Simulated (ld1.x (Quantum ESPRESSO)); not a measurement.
## Transferability test, TM potential for helium (He)

* Element: helium (He)
* Generator: ld1.x (Quantum ESPRESSO) 7.5
* Type: norm-conserving Troullier–Martins (Kleinman–Bylander form)
* Functional: LDA (PZ)
* Relativity: scalar-relativistic
* Frozen core: none
* Valence charge: 2
* Reference configuration: 1s2
* Partial waves: 1s (bound): rc 0.70 bohr; 2p channel at 0.05 Ry: rc 0.65 bohr
* Local potential: all-electron potential smoothed inside 0.70 bohr (lloc = -1)
* Core correction: none

Energies are relative to the spin-unpolarised reference configuration 1s2; without spin polarisation the order of configurations can differ from experiment. Spin-polarised rows fill each open shell by Hund’s rule, majority spin first.

```
 valence configuration  charge  ΔE all-electron (eV)  error AE − PS (meV)
                 1s1.5    +0.5                10.375                 +1.4
1s1.5 (spin-polarised)    +0.5                10.024                 -1.1
```

Q: What are ΔE and the potential's error for 1s1?

A: ΔE = 26.485 eV all-electron; the error (AE − PS) is +11 meV.

Q: What are ΔE and the potential's error for 1s1 (spin-polarised)?

A: ΔE = 24.284 eV all-electron; the error (AE − PS) is -6.8 meV.
